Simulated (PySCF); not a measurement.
BrCH2CH2CH2F, C3H6BrF.
Geometry (PBE0-D3(BJ)/def2-SVP, Å), atoms numbered from 1 in this order:
```xyz
11
C3H6BrF angstrom
F     -1.198   -0.331    1.615
C     -1.302    0.115    0.319
C     -0.098   -0.324   -0.486
C      1.193    0.215    0.091
Br     2.740   -0.374   -0.922
H     -1.387    1.216    0.340
H     -2.228   -0.294   -0.120
H     -0.061   -1.424   -0.514
H     -0.223    0.019   -1.526
H      1.220    1.314    0.081
H      1.342   -0.132    1.121
```

All values: PBE0/def2-SVPD (PySCF, non-relativistic), on one gas-phase PBE0-D3(BJ)/def2-SVP geometry that isn't relaxed in the solvent. The solvent is an IEF-PCM continuum (van der Waals radii × 1.2), and excitations are vertical TDDFT with non-equilibrium linear response and a frozen core. Only the electrostatic response of the medium enters. Spin–orbit coupling is left out although an atom past zinc is present.

Gas-phase singlets (H = HOMO, L = LUMO):

```
state  E (eV)  λ (nm)      f  leading configuration
   S1   6.168     201  0.000                H→L 94%
   S2   6.223     199  0.001              H-1→L 95%
   S3   7.563     164  0.054              H→L+1 81%
   S4   7.624     163  0.055            H-1→L+1 82%
   S5   8.089     153  0.014              H→L+2 79%
```

Problem. How does the list change in chloroform (ε = 4.711)?

Solution. 
```tsv
state	E (eV)	λ (nm)	f	leading configuration	change by rank (eV)
S1	6.264	198	0.001	H→L 94%	+0.096
S2	6.321	196	0.003	H-1→L 94%	+0.098
S3	7.614	163	0.097	H→L+1 88%	+0.051
S4	7.676	162	0.106	H-1→L+1 89%	+0.052
S5	8.225	151	0.059	H-2→L 88%	+0.136
```

Problem. Give the list for methanol (ε = 32.61), n² = 1.77.

Solution. 
| state | E (eV) | λ (nm) | f | leading configuration | change by rank (eV) |
| --- | --- | --- | --- | --- | --- |
| S1 | 6.306 | 197 | 0.001 | H→L 93% | +0.138 |
| S2 | 6.364 | 195 | 0.003 | H-1→L 94% | +0.141 |
| S3 | 7.647 | 162 | 0.096 | H→L+1 91% | +0.084 |
| S4 | 7.704 | 161 | 0.105 | H-1→L+1 91% | +0.080 |
| S5 | 8.172 | 152 | 0.024 | H-2→L 94% | +0.083 |

Problem. The ground-state energy changes by -0.196 eV from gas to methanol. By how much does the total energy of gas-phase S1 change?

Solution. E(S1) = E(S0) + excitation energy, so it changes by -0.196 + 0.138 = -0.058 eV: it is lowered less than the ground state, which is what a blue shift means. This is the vertical state, with the slow part of the continuum still set for S0.

Problem. How do the frontier levels move from gas to methanol?

Solution. 
| orbital | gas (eV) | solvent (eV) | change (eV) |
| --- | --- | --- | --- |
| LUMO+2 | 1.14 | 1.39 | +0.25 |
| LUMO+1 | 0.76 | 0.90 | +0.14 |
| LUMO | -0.27 | -0.17 | +0.10 |
| HOMO | -7.99 | -8.06 | -0.07 |
| HOMO-1 | -8.04 | -8.10 | -0.06 |
| HOMO-2 | -9.83 | -9.50 | +0.33 |
| HOMO-3 | -9.92 | -9.68 | +0.24 |

The HOMO–LUMO gap goes from 7.72 to 7.89 eV. Rows go by rank; for LUMO+2 the atom shares or the degeneracy differ between the runs, so the row needn't follow one orbital.

Hardware: one thread, x86-64 server, no GPU, on a shared host. Cost: 16 s wall. This is the whole response run at PBE0/def2-SVPD in methanol, SCF included.
